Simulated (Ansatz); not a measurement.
A structure relaxed at PBE0-D4/def2-TZVP, charge 0, multiplicity 1:

| atom | x (Å) | y (Å) | z (Å) |
| --- | --- | --- | --- |
| O1 | 0.7138 | -0.3845 | -0.7359 |
| B2 | 0.0993 | 0.2807 | 0.2515 |
| F3 | 0.7649 | 1.1977 | 0.9163 |
| Br4 | -1.7370 | -0.0576 | 0.7388 |
| H5 | 0.1591 | -1.0364 | -1.1708 |

(1) Give its formula and SMILES.

(2) Point group (tolerance 0.08 Å, 0.16 Å for H)?

(3) Summarise the bond lengths by kind.

Answers

(1) BBrFHO, `OB(F)Br`.

(2) Cs.

(3) 1 × B–O 1.340 Å; 1 × H–O 0.960 Å; 1 × B–F 1.314 Å; 1 × B–Br 1.930 Å.

All numbers were calculated with Ansatz.
